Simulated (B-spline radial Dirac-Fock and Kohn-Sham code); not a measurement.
**Electron momentum distribution of I: Compton profiles**

System: the I atom, configuration 1s2 2s2 2p6 3s2 3p6 3d10 4s2 4p6 4d10 5s1 5p6 (not the ground configuration).

These are calculated numbers from a radial atomic solver; the model is the impulse approximation on relativistic Hartree-Fock (Dirac-Fock) wave functions, averaged over the configuration. pz is in atomic units of momentum; subshell profiles are per electron, for a selection of subshells; open shells are spread over both j values by their weights.

```csv
pz,J total,J 4d5/2,J 5s1/2,J 5p1/2,J 5p3/2
0,9.415,0.161,0.836,0.603,0.635
0.1,9.384,0.161,0.810,0.603,0.635
0.2,9.264,0.161,0.736,0.597,0.628
0.3,9.008,0.161,0.630,0.578,0.603
0.4,8.593,0.161,0.508,0.538,0.555
0.5,8.048,0.161,0.388,0.478,0.484
0.6,7.436,0.160,0.283,0.406,0.402
0.8,6.267,0.160,0.136,0.256,0.241
1,5.396,0.159,0.0673,0.140,0.125
1.2,4.830,0.156,0.0457,0.0699,0.0594
1.4,4.459,0.152,0.0424,0.0342,0.0286
1.6,4.177,0.145,0.0420,0.0191,0.0168
1.8,3.923,0.137,0.0393,0.0141,0.0135
2,3.670,0.127,0.0339,0.0131,0.0130
2.5,3.026,0.0980,0.0177,0.0124,0.0119
3,2.444,0.0692,0.00753,0.00917,0.00826
4,1.668,0.0281,0.00309,0.00291,0.00238
5,1.279,0.00991,0.00288,0.000973,0.000870
7,0.8742,0.00315,0.000991,0.000743,0.000708
10,0.5014,0.00271,0.000232,0.000267,0.000220
15,0.2205,0.000914,0.000140,3.93e-05,3.89e-05
20,0.1129,0.000239,3.19e-05,3.55e-05,3.46e-05
30,0.03859,1.94e-05,6.56e-06,1.34e-05,1.13e-05
40,0.01675,2.30e-06,5.51e-06,3.84e-06,2.93e-06
60,0.004512,< 1e-6,1.85e-06,< 1e-6,< 1e-6
100,0.0006246,< 1e-6,< 1e-6,< 1e-6,< 1e-6
```

J(0) = 9.415. The 5p3/2 subshell gives the largest part, 27 %.

Mean momentum ⟨p⟩ by subshell (a.u.): 1s1/2 49.2, 2s1/2 17.4, 2p1/2 23.3, 2p3/2 22.0, 3s1/2 8.49, 3p1/2 10.1, 3p3/2 9.77, 3d3/2 11.6, 3d5/2 11.5, 4s1/2 4.00, 4p1/2 4.43, 4p3/2 4.28, 4d3/2 4.37, 4d5/2 4.31, 5s1/2 1.34, 5p1/2 1.30, 5p3/2 1.23.
